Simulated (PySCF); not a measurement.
C12H9B. Atoms are numbered in the order given.

```xyz
22

C     -1.4222     2.4634     0.0000
C     -2.1533     1.2609     0.0000
C     -1.5076     0.0000     0.0000
C     -2.1533    -1.2609     0.0000
C     -1.4222    -2.4634     0.0000
C     -0.0153    -2.4952     0.0000
C      0.7538    -1.3056     0.0000
C      2.1686    -1.2344     0.0000
C      2.8445     0.0000     0.0000
C      2.1686     1.2344     0.0000
C      0.7538     1.3056     0.0000
C     -0.0153     2.4952     0.0000
B      0.0000     0.0000     0.0000
H     -1.9685     3.4095     0.0000
H     -3.2496     1.3257     0.0000
H     -3.2496    -1.3257     0.0000
H     -1.9685    -3.4095     0.0000
H      0.4767    -3.4771     0.0000
H      2.7729    -2.1514     0.0000
H      3.9369     0.0000     0.0000
H      2.7729     2.1514     0.0000
H      0.4767     3.4771     0.0000
```

Geometry: B3LYP-D3(BJ)/def2-SVP.

The numbers are results of PBE/def2-SVP (PySCF), not measurements.

ESP charges are fitted to the potential on shells at 1.4 to 2.0 van der Waals radii. Atomic charges (e):

```tsv
atom	Löwdin	Mulliken	ESP fit
C1	-0.06	0.01	-0.22
C2	0.06	0.01	-0.02
C3	-0.06	0.06	-0.11
C4	0.06	0.01	-0.02
C5	-0.06	0.01	-0.22
C6	0.06	0.01	-0.02
C7	-0.06	0.06	-0.10
C8	0.06	0.01	-0.04
C9	-0.06	0.01	-0.21
C10	0.06	0.01	-0.04
C11	-0.06	0.06	-0.10
C12	0.06	0.01	-0.02
B13	-0.23	-0.18	0.14
H14	0.03	-0.01	0.13
H15	0.03	-0.02	0.10
H16	0.03	-0.02	0.10
H17	0.03	-0.01	0.13
H18	0.03	-0.02	0.10
H19	0.03	-0.02	0.10
H20	0.03	-0.01	0.13
H21	0.03	-0.02	0.10
H22	0.03	-0.02	0.10
```

Task: Give the Mayer and Wiberg (Löwdin basis) orders of the bonds. (An estimate is asked for; the answer gives what the named calculation found.)

Result: 
```tsv
bond	Mayer	Wiberg
C1–C2	1.39	1.45
C2–C3	1.27	1.32
C3–C4	1.27	1.32
C4–C5	1.39	1.45
C5–C6	1.39	1.45
C6–C7	1.27	1.32
C7–C8	1.27	1.32
C8–C9	1.39	1.45
C9–C10	1.39	1.45
C10–C11	1.27	1.32
C1–C12	1.39	1.45
C11–C12	1.27	1.32
C3–B13	1.17	1.13
C7–B13	1.17	1.13
C11–B13	1.17	1.13
C1–H14	0.96	0.93
C2–H15	0.96	0.93
C4–H16	0.96	0.93
C5–H17	0.96	0.93
C6–H18	0.96	0.93
C8–H19	0.96	0.93
C9–H20	0.96	0.93
C10–H21	0.96	0.93
C12–H22	0.96	0.93
```
